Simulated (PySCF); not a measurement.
**Identify the compound**

The spectra below were simulated for a compound C$_{8}$H$_{8}$F$_{2}$O.

¹H NMR (400 MHz, computed): δ 6.25 (tdt, J = 1.9, 1.4, 1.1 Hz, 1H), 5.90 (tdd, J = 1.7, 1.4, 1.1 Hz, 1H), 5.78 (dtd, J = 6.3, 3.8, 1.0 Hz, 1H), 4.05 (m, 2H), 3.44 (s, 3H).

¹³C{¹H} NMR (computed): δ 150.0 (C, dd, J = 342.5, 10.9 Hz), 146.3 (C, d, J = 13.8 Hz), 143.4 (C, dd, J = 21.7, 8.4 Hz), 141.6 (C, dd, J = 338.9, 8.8 Hz), 129.6 (CH2), 110.9 (CH, dd, J = 9.3, 3.5 Hz), 69.5 (CH2), 59.4 (CH3).

- PBE0-D3(BJ)/def2-SVP geometry
- shielding tensors at PBE0/pcSseg-1 (GIAO)
- B3LYP/pcJ-1 coupling constants (spin–dipole term only in couplings to heteroatoms)
- program: PySCF
- non-relativistic Hamiltonian, no solvent, equivalent nuclei averaged, one conformer

Chemical shifts δ = σref − σ; ¹H (σ = 31.27 ppm) and ¹³C (σ = 184.41 ppm) vs TMS, all at this level.

Q: Propose a structure and justify it.

A: 
Rings plus π bonds: 4 (1 ring in the answer). 8 carbon signals for 8 carbons: no two carbons are equivalent. Carbon types of the structure: 4 × C, 1 × CH, 2 × CH2, 1 × CH3, which accounts for all hydrogens. δC 150.0, 146.3, 143.4, 141.6: fully substituted alkene carbon; as expected for a trigonal carbon in a double bond. δC 129.6: terminal =CH2 carbon; the olefinic region. δC 110.9: alkene CH; as expected for a trigonal carbon in a double bond. δC 69.5: allylic sp3 CH2 bonded to O; the inductive effect lowers its shielding. δH 6.25, 5.90: hydrogen on a terminal =CH2 carbon; attached to an sp2 carbon and in the plane of the double bond. δH 4.05: hydrogen on an allylic sp3 CH2 bonded to O; its carbon carries O, hence the downfield position. δH 3.44: hydrogen on a methyl carbon bonded to O; its carbon carries O, which withdraws density.

The compound is `InChI=1S/C8H8F2O/c1-5-3-6(4-11-2)8(10)7(5)9/h3H,1,4H2,2H3`.

The shifts were computed for this structure.

C–F couplings over four or more bonds (about 3 Hz to the para carbon of a fluoroarene) are left out. Common functionals overestimate the size of one-bond C–F couplings by tens of Hz; these are unscaled. Splittings below 1 Hz are ignored in the labels, and close J values are merged. Shifts are as computed. Against solution values, carbons near 30 ppm lie about +2 ppm off and those near 130 ppm about +5 ppm (rms about the fit 1.9 ppm; single classes can miss by 10 ppm). Of 1328 compounds with measured shifts, 309 miss one by over three times the rms of a fit or turn the order of signals round; such compounds aren't used in these exercises. Signals without a measured value on file couldn't be tested in this way; 1H shifts scatter by 0.2 ppm about their fit, and single ones miss by 0.5 ppm.
